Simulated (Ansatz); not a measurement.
Reaction (cleavage of the Al–Si bond): `C#C[SiH](O)[AlH][CH3]` + `CBN` → `CB[NH][AlH][CH3]` + `C#C[SiH2]O`

Program: Ansatz. Geometries: PBE0-D4/def2-TZVP. ΔE: electronic, gas phase. CBS: MP2 limit from def2 TZ/QZ plus the TZ coupled-cluster correction, frozen cores. Functionals use def2-TZVPP. B3LYP here is the variant with VWN-RPA as its local correlation; programs differ in this. Each species was taken in one conformer, which may not be the lowest.

`C#C[SiH](O)[AlH][CH3]`:

Cartesian coordinates in Å:
```
C 2.737 -0.252 -0.634
C 1.878 0.208 0.081
Si 0.501 0.864 1.105
O 0.570 0.224 2.633
Al -1.668 0.196 0.126
C -1.676 -0.814 -1.542
H 3.499 -0.654 -1.261
H 0.745 2.338 1.151
H 1.385 0.351 3.123
H -3.018 0.607 0.864
H -1.135 -0.268 -2.322
H -2.678 -1.039 -1.912
H -1.139 -1.761 -1.411
```

`CBN`:

Cartesian coordinates in Å:
```
C -1.116 -0.331 0.169
B 0.228 0.063 -0.537
N 1.366 0.409 0.185
H -1.424 -1.338 -0.133
H -1.926 0.332 -0.154
H -1.075 -0.305 1.262
H 0.317 0.078 -1.736
H 2.236 0.664 -0.248
H 1.394 0.428 1.191
```

`CB[NH][AlH][CH3]`:

```xyz
14

C     0.307    2.261    1.038
B     1.122    1.408    0.003
N     0.729    0.124   -0.436
Al   -0.699   -0.896   -0.016
C    -0.859   -2.641   -0.865
H    -0.608    1.797    1.412
H     0.942    2.505    1.897
H     0.044    3.228    0.594
H     2.144    1.867   -0.446
H     1.370   -0.284   -1.104
H    -1.767   -0.352    1.018
H    -0.045   -2.860   -1.560
H    -0.879   -3.438   -0.114
H    -1.800   -2.719   -1.419
```

`C#C[SiH2]O`:

```xyz
8

C    -0.330   -1.905    0.966
C    -0.160   -0.926    0.281
Si    0.077    0.568   -0.746
O     0.779    1.777    0.113
H    -0.476   -2.772    1.568
H    -1.260    0.957   -1.263
H     1.001    0.268   -1.860
H     0.370    2.033    0.942
```

Task: Is it downhill or uphill in electronic energy at CCSD(T)/CBS, and by how much? (Best estimate.)

Result: The calculation gave: Downhill: ΔE = -89.7 kJ/mol.

Task: What do these levels give: PBE0-D4, B3LYP, CCSD(T)/def2-TZVPP, HF/def2-QZVPP, SCS-MP2/def2-QZVPP, HF/CBS(def2)? (Estimate.)

Result: Ansatz gave: PBE0-D4 -72.7, B3LYP -85.6, CCSD(T)/def2-TZVPP -90.5, HF/def2-QZVPP -100.8, SCS-MP2/def2-QZVPP -98.9, HF/CBS(def2) -101.0 kJ/mol.

Largest T1 diagnostic among the species: 0.012.

From PBE to PBE0 (25 % exact exchange), in def2-TZVPP and without D4, ΔE moves by −5.8 kJ/mol.
